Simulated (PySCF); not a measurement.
A structure optimised at B3LYP-D3(BJ)/def2-SVP, used in a PySCF frequency run:

```
Ti
F 1 1.7533
F 1 1.7560 2 108.27
O 1 1.7668 2 109.71 3 119.59
H 4 0.9639 1 142.45 2 -23.90
O 1 1.7756 2 109.67 3 -119.46
H 6 0.9651 1 133.75 2 -124.71
```

### Question
Write its SMILES and formula.

### Answer
[OH][Ti]([OH])([F])[F], F2H2O2Ti

### Question
What are its rotational constants (standard atomic weights)?

### Answer
3.3204, 3.2989, 3.2453 GHz
